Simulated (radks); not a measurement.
The numbers below are computed, except where a source is named.
Q: The titanium ion Ti3+, 19 electrons, occupied as [Ar] 4s1 (not the ground configuration). Level of theory: non-relativistic Kohn-Sham, LDA (Slater exchange, Perdew-Wang correlation), spin-unpolarised, spherical densities, point nucleus (a radial shooting solver on a logarithmic mesh with Libxc functionals). Some entries of the table are withheld. Estimate them.

| orbital | occ. | eigenvalue (eV) | <1/r> (bohr^-1) | <r^2> (bohr^2) |
|---|---|---|---|---|
| 1s | 2 | -4865.985 | 21.48 | (1) |
| 2s | 2 | -573.2806 | (2) | (3) |
| 2p | 6 | -486.7968 | (4) | 0.1047 |
| 3s | 2 | -101.2760 | 1.427 | 1.118 |
| 3p | 6 | -77.9460 | 1.322 | (5) |
| 4s | 1 | -29.2647 | 0.5301 | 7.200 |

A: 
(1) 1s <r^2> (bohr^2): 0.006635
(2) 2s <1/r> (bohr^-1): 4.480
(3) 2s <r^2> (bohr^2): 0.1276
(4) 2p <1/r> (bohr^-1): 4.424
(5) 3p <r^2> (bohr^2): 1.254
